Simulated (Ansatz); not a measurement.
`COCOC` + `[F][AlH2]` → `CO[CH2][AlH][F]` + CH₃OH  (formal exchange of groups at a C–O bond)

Calculated with Ansatz (gas phase, PBE0-D4/def2-TZVP geometries, no zero-point term in ΔE). CCSD(T)/CBS adds triple-zeta CCSD(T) − MP2 to the extrapolated MP2 energy (def2 sets, frozen cores). This one scheme is used for every species. Functionals use def2-TZVPP. B3LYP here is the variant with VWN-RPA as its local correlation; programs differ in this. One conformer a species, not always the lowest.

```json
{"level": "PBE-D4", "ΔE (kJ/mol)": "-16.1", "difference from CCSD(T)/CBS": "-4.8"}
{"level": "r2SCAN-D4", "ΔE (kJ/mol)": "-10.4", "difference from CCSD(T)/CBS": "0.9"}
{"level": "PBE0-D4", "ΔE (kJ/mol)": "-12.9", "difference from CCSD(T)/CBS": "-1.6"}
{"level": "B3LYP-D4", "ΔE (kJ/mol)": "-10.2", "difference from CCSD(T)/CBS": "1.1"}
{"level": "ωB97X-V", "ΔE (kJ/mol)": "-4.1", "difference from CCSD(T)/CBS": "7.2"}
{"level": "ωB97M-V", "ΔE (kJ/mol)": "-10.0", "difference from CCSD(T)/CBS": "1.3"}
{"level": "B2PLYP", "ΔE (kJ/mol)": "-9.2", "difference from CCSD(T)/CBS": "2.1"}
{"level": "PBE", "ΔE (kJ/mol)": "-17.1", "difference from CCSD(T)/CBS": "-5.8"}
{"level": "r2SCAN", "ΔE (kJ/mol)": "-10.9", "difference from CCSD(T)/CBS": "0.4"}
{"level": "PBE0", "ΔE (kJ/mol)": "-13.7", "difference from CCSD(T)/CBS": "-2.4"}
{"level": "B3LYP", "ΔE (kJ/mol)": "-11.4", "difference from CCSD(T)/CBS": "-0.1"}
{"level": "HF/def2-TZVPP", "ΔE (kJ/mol)": "6.8", "difference from CCSD(T)/CBS": "18.1"}
{"level": "MP2/def2-TZVPP", "ΔE (kJ/mol)": "-9.3", "difference from CCSD(T)/CBS": "2.0"}
{"level": "SCS-MP2/def2-TZVPP", "ΔE (kJ/mol)": "-5.4", "difference from CCSD(T)/CBS": "5.9"}
{"level": "CCSD/def2-TZVPP", "ΔE (kJ/mol)": "-6.0", "difference from CCSD(T)/CBS": "5.3"}
{"level": "CCSD(T)/def2-TZVPP", "ΔE (kJ/mol)": "-6.4", "difference from CCSD(T)/CBS": "4.9"}
{"level": "HF/def2-QZVPP", "ΔE (kJ/mol)": "6.5", "difference from CCSD(T)/CBS": "17.8"}
{"level": "MP2/def2-QZVPP", "ΔE (kJ/mol)": "-12.2", "difference from CCSD(T)/CBS": "-0.9"}
{"level": "SCS-MP2/def2-QZVPP", "ΔE (kJ/mol)": "-8.4", "difference from CCSD(T)/CBS": "2.9"}
{"level": "HF/CBS(def2)", "ΔE (kJ/mol)": "6.5", "difference from CCSD(T)/CBS": "17.8"}
{"level": "MP2/CBS(def2)", "ΔE (kJ/mol)": "-14.2", "difference from CCSD(T)/CBS": "-2.9"}
{"level": "CCSD/CBS(def2)", "ΔE (kJ/mol)": "-10.9", "difference from CCSD(T)/CBS": "0.4"}
{"level": "CCSD(T)/CBS", "ΔE (kJ/mol)": "-11.3", "difference from CCSD(T)/CBS": "0"}
```

Largest T1 diagnostic among the species: 0.012.

In def2-TZVPP, CCSD(T) changes the Hartree–Fock value by −13.2 kJ/mol (the triples alone add −0.4 kJ/mol) and MP2 by −16.1 kJ/mol. From PBE to PBE0 (25 % exact exchange), in def2-TZVPP and without D4, ΔE moves by +3.4 kJ/mol.
